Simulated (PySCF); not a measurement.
# What settings do to a single point of Er(NO2)3

The sound run of Er(NO2)3 (singlet in the valence; each metal's 4f electrons, 11 of them, lie in its core potential, out of spins and levels) uses PySCF 2.14.0, RKS B3LYP, Er lcecp-1-SVP with ECP57, O def2-SVP, N def2-SVP; non-relativistic Hamiltonian with scalar-relativistic core potentials where named; density fitting; no spin-orbit coupling, grid (50, 194), threshold 1e-8 Eh and 55 cycles, at the relaxed geometry:

```xyz
10

Er    0.0000    0.0000    0.0000
O     2.0760    0.1405    1.0394
O     2.0760   -0.1405   -1.0394
N     2.7817    0.0000    0.0000
O    -1.1597    1.7276    1.0394
O    -0.9163    1.8681   -1.0394
N    -1.3908    2.4090    0.0000
O    -0.9163   -1.8681    1.0394
O    -1.1597   -1.7276   -1.0394
N    -1.3908   -2.4090    0.0000
```

There Er1 has a Mulliken charge of 1.19 e and the dipole about the centre of mass is 0.00 D. Each run below changes one thing and starts from free metal ions and neutral atoms unless it says otherwise; with 55 cycles, smearing, a level shift and second-order steps follow where DIIS fails, and their cycles count. Energy shifts count from the sound run. On f atoms grids over 110 angular points are at least (60, 302).

| change | outcome | cycles | energy shift (eV) | largest force component (eV/Å) | charge on Er1 (e) | dipole about the centre of mass (D) |
| --- | --- | --- | --- | --- | --- | --- |
| cycle limit 5 | not converged | 5 | – | – | – | – |

(1) One further run converged with energy shift (eV) -19.30, largest force component (eV/Å) 27.77, charge on Er1 (e) 1.36, dipole about the centre of mass (D) 0.29. Which change was it?
A. all coordinates × 1.05
B. grid (10, 14)
C. start from a density of up to 30 smeared cycles (not counted)

(2) And the other changes listed?

Unsound on purpose, so not properties of the compound: grid (10, 14).

Forces carry noise of the integration grid, about 0.01 to 0.03 eV/Å.

An lcecp potential fixes the number of 4f electrons, so in runs with it no electron can move into or out of that shell.

Answers

(1) B.

(2) 
| change | outcome | cycles | energy shift (eV) | largest force component (eV/Å) | charge on Er1 (e) | dipole about the centre of mass (D) |
| --- | --- | --- | --- | --- | --- | --- |
| start from a density of up to 30 smeared cycles (not counted) | converged | 8 | 0.0000 | 0.01 | 1.19 | 0.00 |
| all coordinates × 1.05 | converged | 10 | 0.98 | 3.40 | 1.27 | 0.00 |
